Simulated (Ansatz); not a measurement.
Geometry optimisation, RKS PBE-D4/def2-SVP in Ansatz 0.2.0.

input.yaml

```yaml
crystal:
  periodic: [false, false, false]
  atoms:
    - { symbol: B, position_ang: [-0.90847, 0.94807, 0.03161] }
    - { symbol: Ge, position_ang: [0.62633, -0.37057, -0.11627] }
    - { symbol: F, position_ang: [0.94283, -1.02531, 1.48495] }
    - { symbol: F, position_ang: [0.01552, -1.83141, -0.88445] }
    - { symbol: H, position_ang: [-1.69925, 1.00475, -0.81843] }
    - { symbol: H, position_ang: [-1.00885, 1.60769, 0.9828] }
    - { symbol: H, position_ang: [2.03189, -0.33322, -0.68022] }
basis:
  gaussian: { orbitals: def2-SVP }
hamiltonian:
  xc: pbe
  dispersion: d4
relax:
  f_tol: 0.02
  max_steps: 50
output:
  orbitals: {}
```

Run as:

```bash
$ ansatz run input.yaml --threads 2 --pin off --max-ram 3072MiB --backend cpu --events-out ev --progress --plain --runs-dir out
```

**Question.** Where does it end, and by what steps?

**Answer.** It converged. After 5 steps the energy has fallen by 0.193 eV; H7 moved furthest, 0.21 Å.

| step | energy less start (eV) | largest force component (eV/Å) | accepted |
| --- | --- | --- | --- |
| 0 | 0.0000 | 1.147 | yes |
| 1 | -0.1641 | 0.298 | yes |
| 2 | -0.1857 | 0.255 | yes |
| 3 | -0.1839 | 0.398 | no |
| 4 | -0.1923 | 0.080 | yes |
| 5 | -0.1927 | 0.017 | yes |

```xyz
7
Properties=species:S:1:pos:R:3
B -0.897 0.932 0.032
Ge 0.601 -0.496 -0.065
F 0.964 -1.089 1.550
F 0.004 -1.925 -0.899
H -1.677 1.047 -0.888
H -0.961 1.673 0.989
H 1.965 -0.142 -0.720
```

Time of the run: 9.4 s on 2 threads of Arm Neoverse V1, on a shared host, peak memory 0.12 GiB.
